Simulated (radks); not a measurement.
Ti IX, configuration [Ne] 3s2 3p2 (the NIST ground configuration). All-electron calculation, non-relativistic Kohn-Sham, PBE, spin-polarised, spherical densities, point nucleus; open shells are filled with parallel spins first. Program: a radial shooting solver on a logarithmic mesh with Libxc functionals.

Normalised radial functions P(r) = r R(r), r in bohr:

| r | 2s up | 2p up |
|---|---|---|
| 0.006377 | 0.3299 | 0.0125 |
| 0.008995 | 0.4383 | 0.0242 |
| 0.01269 | 0.5673 | 0.0463 |
| 0.0179 | 0.7067 | 0.0871 |
| 0.02525 | 0.8303 | 0.1601 |
| 0.03533 | 0.8886 | 0.2816 |
| 0.04983 | 0.8097 | 0.4812 |
| 0.07029 | 0.5030 | 0.7755 |
| 0.09915 | -0.0811 | 1.1545 |
| 0.1399 | -0.8654 | 1.5448 |
| 0.1973 | -1.5781 | 1.7918 |
| 0.2761 | -1.8421 | 1.7225 |
| 0.3894 | -1.4963 | 1.2878 |
| 0.5493 | -0.8034 | 0.6867 |
| 0.7748 | -0.2579 | 0.2333 |
| 1.093 | -0.0413 | 0.0421 |
| 1.529 | -0.0027 | 0.0034 |
| 2.157 | 0.0000 | 0.0001 |
| 3.043 | 0.0000 | 0.0000 |

2s up: eigenvalue -699.92 eV, 1 radial node at r = 0.0953 bohr, <r> = 0.326 bohr, 90 % of the charge inside 0.505 bohr. 2p up: eigenvalue -613.74 eV, 0 radial nodes, <r> = 0.289 bohr, 90 % of the charge inside 0.474 bohr.
